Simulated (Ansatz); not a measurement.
Species: 2-bromofuran, C4H3BrO (charge 0, singlet). SMILES: Brc1occc1
Structure (B3LYP-D3(BJ)/def2-TZVP (Ansatz, a quantum-chemistry and plane-wave program) minimum search):
```
C
C 1 1.3558
O 2 1.3541 1 111.31
C 3 1.3685 2 106.46 1 0.00
C 4 1.3542 3 110.17 2 0.00
H 4 1.0747 5 134.13 1 -180.00
H 1 1.0754 2 126.49 3 -180.00
H 5 1.0767 4 126.44 6 0.00
Br 2 1.8648 3 116.84 4 -180.00
```

Computed values are from Ansatz. Cores are frozen in the correlated levels unless marked. Open shells are spin-unrestricted. Spin-orbit coupling is left out. The frozen core is the preceding noble-gas configuration, with the filled d and f shells of earlier blocks. Non-relativistic. CBS(X,Y): correlation extrapolated as X^-3; Hartree-Fock from the larger set. The bracket is a focal-point correction in the basis named.

The Hartree-Fock reference is unstable (checked in the largest basis), which strains HF and MP2. 

What is the atomisation energy De at CCSD(T)/CBS(aug-cc-pVTZ,aug-cc-pVQZ)?

955.4 kcal/mol.

What is the dipole moment at CCSD(T)/aug-cc-pVDZ?

1.59 D.

What is the T1 diagnostic at CCSD/aug-cc-pVQZ?

0.013.

What is the total energy at CCSD(T)/CBS(aug-cc-pVTZ,aug-cc-pVQZ)?

-2801.8176 Eh.

What is the vertical ionisation energy (to the doublet) at RI-MP2/CBS(aug-cc-pVTZ,aug-cc-pVQZ)+[CCSD(T)-MP2]/aug-cc-pVTZ?

8.92 eV.
